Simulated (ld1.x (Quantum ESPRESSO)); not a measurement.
## Ranking RRKJ potentials for F

All share these settings but for the change named:

* Element: F
* Generator: ld1.x (Quantum ESPRESSO) 7.5
* Type: norm-conserving RRKJ (Kleinman–Bylander form)
* Functional: PBE
* Relativity: scalar-relativistic
* Frozen core: [He]
* Valence charge: 7
* Reference configuration: 2s1.5 2p5.5
* Partial waves: 2s (bound): rc 0.65 bohr; 2p (bound): rc 1.90 bohr
* Local potential: all-electron potential smoothed inside 0.65 bohr (lloc = -1)
* Core correction: a·sin(br)/r model core, default radius (core density twice the valence density)

Test errors are all-electron minus pseudo excitation energies from the reference, over 2s2 2p5; 2s2 2p4; 2s2 2p3; 2s2 2p4.5; 2s2 2p2; 2s1 2p5; 2s2 2p5.3. None of these files shows a bound ghost.

The base gives 4697.0 meV.

Of 12 variants that were run, those that failed, showed a ghost or another fault, or gave nearly equal values are left out.

A variant can come out equal or close to the base, since the largest error may sit in a test that the change hardly touches while other tests move.

Q: Rank these variants by their largest absolute test error, smallest first.
A. type TM; local potential the s channel
B. all radii but the core radius scaled by about 0.85 (s 0.56, p 1.62 bohr); local potential all-electron potential smoothed inside 0.56 bohr (lloc = -1)
C. wave 2p (bound): rc 1.90 bohr becomes 2p (bound): rc 1.48 bohr
D. wave 2s (bound): rc 0.65 bohr becomes 2s (bound): rc 0.58 bohr

A: C (1704.6 meV), B (2372.9 meV), A (3245.9 meV), D (4701.2 meV).
